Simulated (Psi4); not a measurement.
CH₂Cl₅Si₂, charge +2, doublet, at the geometry of the source list (a state made from the parent by changing its charge; the spin is typed, not shown lowest); Psi4 with R2SCAN/def2-SVP.

Input for Psi4:
```
memory 2 GB

molecule mol {
2 2
  Cl    3.383100   -0.915500   -0.534400
  Si    1.770200    0.152800   -0.251900
  Cl    1.908900    2.093400   -0.329600
  C     0.153500   -0.733700    0.067800
  Si   -1.526800    0.316900    0.167800
  Cl   -1.216500    1.702600    1.582400
  Cl   -2.973600   -0.963500    0.642600
  Cl   -1.746700    1.138900   -1.646200
  H     0.015000   -1.497300   -0.702000
  H     0.232700   -1.294700    1.003500
}

set basis def2-svp
set reference uks

energy('r2scan')
print_variables()
```

What the program printed (banner, timings and long lists left out):

```
   => Loading Basis Set <=

    Name: DEF2-SVP
    Role: ORBITAL
    Keyword: BASIS

         ---------------------------------------------------------
                                   SCF
               by Justin Turney, Rob Parrish, Andy Simmonett
                          and Daniel G. A. Smith
                              UKS Reference
         ---------------------------------------------------------

  ==> Geometry <==

    Molecular point group: c1
    Full point group: C1

    Geometry (in Angstrom), charge = 2, multiplicity = 2:

       Center              X                  Y                   Z               Mass
    ------------   -----------------  -----------------  -----------------  -----------------
         CL           3.438843164378    -1.358219514284    -0.488616148800    34.968852682000
         SI           1.825943164378    -0.289919514284    -0.206116148800    27.976926534650
         CL           1.964643164378     1.650680485716    -0.283816148800    34.968852682000
         C            0.209243164378    -1.176419514284     0.113583851200    12.000000000000
         SI          -1.471056835622    -0.125819514284     0.213583851200    27.976926534650
         CL          -1.160756835622     1.259880485716     1.628183851200    34.968852682000
         CL          -2.917856835622    -1.406219514284     0.688383851200    34.968852682000
         CL          -1.690956835622     0.696180485716    -1.600416148800    34.968852682000
         H            0.070743164378    -1.940019514284    -0.656216148800     1.007825032230
         H            0.288443164378    -1.737419514284     1.049283851200     1.007825032230

  Running in c1 symmetry.

  Rotational constants: A =      0.03233  B =      0.01238  C =      0.01127 [cm^-1]
  Rotational constants: A =    969.20611  B =    371.04064  C =    337.90485 [MHz]
  Nuclear repulsion = 1036.036936577812412

  Charge       = 2
  Multiplicity = 2
  Electrons    = 119
  Nalpha       = 60
  Nbeta        = 59

  ==> Algorithm <==

  SCF Algorithm Type is DF.
  DIIS enabled.
  MOM disabled.
  Fractional occupation disabled.
  Guess Type is SAD.
  Energy threshold   = 1.00e-06
  Density threshold  = 1.00e-06
  Integral threshold = 1.00e-12

  ==> Primary Basis <==

  Basis Set: DEF2-SVP
    Blend: DEF2-SVP
    Number of shells: 68
    Number of basis functions: 150
    Number of Cartesian functions: 158
    Spherical Harmonics?: true
    Max angular momentum: 2

  ==> DFT Potential <==

   => LibXC <=

    Version 7.1.2
    S. Lehtola, C. Steigemann, M. J. T. Oliveira, and M. A. L. Marques,  SoftwareX 7, 1–5 (2018) (10.1016/j.softx.2017.11.002)

   => Composite Functional: R2SCAN <=

    r2SCAN Meta-GGA XC Functional  (0.1021/acs.jpclett.0c02405)
    J. W. Furness, A. D. Kaplan, J. Ning, J. P. Perdew, J. Sun  J. Phys. Chem. Lett.  11, 8208–8215, 2020

    Deriv               =              1
    GGA                 =           TRUE
    Meta                =           TRUE

    Exchange Hybrid     =          FALSE
    MP2 Hybrid          =          FALSE

   => Exchange Functionals <=

    1.0000   XC_MGGA_X_R2SCAN

   => Correlation Functionals <=

    1.0000   XC_MGGA_C_R2SCAN

   => LibXC Density Thresholds  <==

    XC_MGGA_C_R2SCAN:  1.00E-15
    XC_MGGA_X_R2SCAN:  1.00E-11

   => Molecular Quadrature <=

    Radial Scheme          =       TREUTLER
    Pruning Scheme         =           NONE
    Nuclear Scheme         =       TREUTLER

    Blocking Scheme        =         OCTREE
    BS radius alpha        =              1
    Pruning alpha          =              1
    Radial Points          =             75
    Spherical Points       =            302
    Total Points           =         207712
    Total Blocks           =           1611
    Max Points             =            256
    Max Functions          =            125
    Weights Tolerance      =       1.00E-15

   => Loading Basis Set <=

    Name: (DEF2-SVP AUX)
    Role: JKFIT
[...]
   @DF-UKS iter   5: -2917.55054488073438   -2.87620e-02   9.56341e-04 DIIS/ADIIS
   @DF-UKS iter   6: -2917.55694335118460   -6.39847e-03   7.11822e-04 DIIS/ADIIS
   @DF-UKS iter   7: -2917.56416105184417   -7.21770e-03   4.70230e-04 DIIS/ADIIS
   @DF-UKS iter   8: -2917.55042380594250    1.37372e-02   8.69196e-04 DIIS/ADIIS
   @DF-UKS iter   9: -2917.56503819982527   -1.46144e-02   4.05537e-04 DIIS/ADIIS
   @DF-UKS iter  10: -2917.56804864198375   -3.01044e-03   1.85781e-04 DIIS/ADIIS
   @DF-UKS iter  11: -2917.56794383987972    1.04802e-04   2.02789e-04 DIIS/ADIIS
   @DF-UKS iter  12: -2917.56877944740836   -8.35608e-04   4.43170e-05 DIIS
   @DF-UKS iter  13: -2917.56866668498560    1.12762e-04   8.05788e-05 DIIS
   @DF-UKS iter  14: -2917.56869064443663   -2.39595e-05   7.11145e-05 DIIS
   @DF-UKS iter  15: -2917.56878869072125   -9.80463e-05   3.35323e-05 DIIS
   @DF-UKS iter  16: -2917.56878870633363   -1.56124e-08   3.28518e-05 DIIS
   @DF-UKS iter  17: -2917.56881107012759   -2.23638e-05   6.95011e-06 DIIS
   @DF-UKS iter  18: -2917.56881148128605   -4.11158e-07   5.89890e-06 DIIS
   @DF-UKS iter  19: -2917.56881198546853   -5.04182e-07   3.03599e-06 DIIS
   @DF-UKS iter  20: -2917.56881218947001   -2.04001e-07   3.16373e-07 DIIS
  Energy and wave function converged.

  ==> Post-Iterations <==

   Electrons on quadrature grid:
      Nalpha   =   59.9999861314 ; deviation = -1.387e-05
      Nbeta    =   58.9999853612 ; deviation = -1.464e-05
      Ntotal   =  118.9999714926 ; deviation = -2.851e-05

   @Spin Contamination Metric:   2.531056223E-03
   @S^2 Expected:                7.500000000E-01
   @S^2 Observed:                7.525310562E-01
   @S   Expected:                5.000000000E-01
   @S   Observed:                5.000000000E-01

    Orbital Energies [Eh]
    ---------------------

    Alpha Occupied:

[...]
    Alpha Virtual:

[...]
    Beta Occupied:

[...]
    Beta Virtual:

[...]
     150A      2.646263

    Final Occupation by Irrep:
              A
    DOCC [    59 ]
    SOCC [     1 ]
    NA   [    60 ]
    NB   [    59 ]

  @DF-UKS Final Energy: -2917.56881218947001

   => Energetics <=

    Nuclear Repulsion Energy =           1036.0369365778124120
    One-Electron Energy =               -6053.6371382084053039
    Two-Electron Energy =                2288.5497405845685535
    DFT Exchange-Correlation Energy =    -188.5183511434457557
    Empirical Dispersion Energy =           0.0000000000000000
    VV10 Nonlocal Energy =                  0.0000000000000000
    Total Energy =                      -2917.5688121894700089

  UHF NO Occupations:
  HONO-2 :   58  A 1.9996864
  HONO-1 :   59  A 1.9996527
  HONO-0 :   60  A 1.0000000
  LUNO+0 :   61  A 0.0003473
  LUNO+1 :   62  A 0.0003136
  LUNO+2 :   63  A 0.0002398
  LUNO+3 :   64  A 0.0000801

Computation Completed

Properties will be evaluated at   0.000000,   0.000000,   0.000000 [a0]

Properties computed using the SCF density matrix

 Multipole Moments:

 ------------------------------------------------------------------------------------
     Multipole            Electronic (a.u.)      Nuclear  (a.u.)        Total (a.u.)
 ------------------------------------------------------------------------------------

 L = 1.  Multiply by 2.5417464519 to convert [e a0] to [Debye]
 Dipole X            :         -0.0493145            0.6795888            0.6302743
 Dipole Y            :          3.1722737           -4.2276220           -1.0553484
 Dipole Z            :         -0.3553419            0.4201730            0.0648311
 Magnitude           :                                                    1.2309382

 ------------------------------------------------------------------------------------

  Variable Map:
  ----------------------------------------------------------------------------
[...]
  Array Variable Map:
  ----------------------------------------------------------------------------
[...]
[...]
```
